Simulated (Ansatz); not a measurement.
C₇H₁₆O, SMILES `CCCC(O)CCC`, relaxed with RKS PBE0-D4/def2-TZVP in Ansatz 0.2.0 from a GFN2-xTB geometry. The force threshold is 0.005 eV/Å; the program also tests the step.

The species carries charge 0 and has multiplicity 1.

Start:

```xyz
24

C    -1.465   -1.360    1.527
C    -0.235   -0.838    2.260
C     0.997   -0.683    1.368
C     0.855    0.398    0.276
O     2.020    1.197    0.199
C     0.531   -0.212   -1.094
C     0.253    0.846   -2.164
C    -1.110    1.509   -2.000
H    -1.242   -2.303    1.032
H    -1.807   -0.647    0.782
H    -2.276   -1.530    2.232
H    -0.469    0.127    2.715
H     0.014   -1.530    3.068
H     1.239   -1.645    0.909
H     1.838   -0.395    2.004
H     0.072    1.102    0.569
H     2.744    0.649   -0.124
H    -0.328   -0.877   -1.003
H     1.389   -0.817   -1.405
H     1.034    1.606   -2.118
H     0.300    0.372   -3.148
H    -1.288    2.208   -2.813
H    -1.164    2.060   -1.064
H    -1.903    0.763   -2.008
```

**Question.** How much energy does the relaxation release, and in how many steps? (An estimate is asked.)

**Answer.** Computed: 0.03 eV, in 9 steps.

**Question.** Which bonds change most? (Best estimate.)

**Answer.** Ansatz gave: C3–C4 from 1.543 to 1.530 Å; C4–C6 from 1.534 to 1.523 Å; C6–C7 from 1.530 to 1.522 Å; C4–O5 from 1.414 to 1.422 Å.

**Question.** Give the relaxed structure. (An estimate is asked.)

**Answer.** The calculation gave: 
```xyz
24

C    -1.446   -1.426    1.473
C    -0.257   -0.854    2.227
C     1.002   -0.615    1.401
C     0.865    0.415    0.278
O     2.043    1.201    0.149
C     0.502   -0.212   -1.062
C     0.214    0.789   -2.172
C    -1.068    1.579   -1.963
H    -1.181   -2.353    0.956
H    -1.832   -0.728    0.726
H    -2.267   -1.652    2.158
H    -0.549    0.092    2.697
H    -0.001   -1.530    3.050
H     1.362   -1.567    0.988
H     1.783   -0.247    2.073
H     0.096    1.139    0.568
H     2.752    0.622   -0.146
H    -0.358   -0.877   -0.931
H     1.338   -0.862   -1.356
H     1.061    1.477   -2.258
H     0.153    0.251   -3.123
H    -1.258    2.251   -2.802
H    -1.023    2.193   -1.060
H    -1.931    0.913   -1.869
```
